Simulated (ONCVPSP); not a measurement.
**Potentials for helium (He) compared**

Generated with ld1.x 7.5 (TM, RRKJ, ultrasoft, PAW), atompaw 4.2 or ONCVPSP 4.0.1. The cutoff is in Ry: for ld1.x and atompaw files where the sum of valence levels is converged to 10 mRy in a Bessel basis, for ONCV files where the hardest occupied wave has 1 mHa per electron of residual kinetic energy. The error is the largest all-electron minus pseudo excitation energy over each file’s own four to seven test configurations (ionisations up to +4, promotions, holes and added fractions of an electron), all of which were solved. The labels leave out finer settings (local radius, basis sizes, second energies), which also bear on the numbers. Spin-polarised tests are not counted. The rows are a selection from randomly drawn settings: files with unsolved tests, undetermined cutoffs or missed reference levels are left out.

A true bound ghost makes a file unfit for plane-wave use even where its test errors are small: the radial tests pick states by their node count and pass the ghost by.

```tsv
potential	cutoff (Ry)	largest error (meV)	bound ghosts
ONCV, PBEsol, scalar-relativistic, rc 0.60/0.55 (sp), local smoothed, core correction no, reference 1s2, qcut 8.6/14.1, projectors 2/2	455	+17	none
ONCV, LDA (Perdew-Wang 92), scalar-relativistic, rc 0.60/0.65 (sp), local smoothed, core correction no, reference 1s1.5, qcut 8.9/13.5, projectors 2/2	458	+4.8	none
ONCV, PW91, non-relativistic, rc 0.40/0.45 (sp), local smoothed, core correction no, reference 1s1, qcut 20.1/17.9, projectors 2/2	278	+1.3	none
ONCV, PBE, scalar-relativistic, rc 0.55/0.45 (sp), local smoothed, core correction no, reference 1s2, qcut 10.2/18.2, projectors 2/2	281	+10	none
ONCV, PBEsol, non-relativistic, rc 0.60/0.60 (sp), local s, core correction no, reference 1s2, qcut 10.1/16.6, projectors 0/2	122	+12	none
ONCV, PW91, scalar-relativistic, rc 0.55/0.40 (sp), local p, core correction no, reference 1s2, qcut 13.9/20.3, projectors 2/0	157	+5.1	none
```

(1) Fill in the row for He: ONCV, PBE, scalar-relativistic, rc 0.80/0.70 (sp), local smoothed, core correction no, reference 1s2, qcut 11.7/10.7, projectors 3/1.

(2) Fill in the row for He: ONCV, PBE, scalar-relativistic, rc 0.85/0.85 (sp), local smoothed, core correction no, reference 1s2, qcut 11.7/9.8, projectors 1/3.

(3) Fill in the row for He: ONCV, PBE, scalar-relativistic, rc 0.55/0.45 (sp), local smoothed, core correction no, reference 1s2, qcut 11.5/21.4, projectors 2/2.

Results:

(1) cutoff 97 Ry, largest error +27 meV, bound ghosts: s.

(2) cutoff 88 Ry, largest error +24 meV, bound ghosts: none.

(3) cutoff 147 Ry, largest error +8.3 meV, bound ghosts: none.
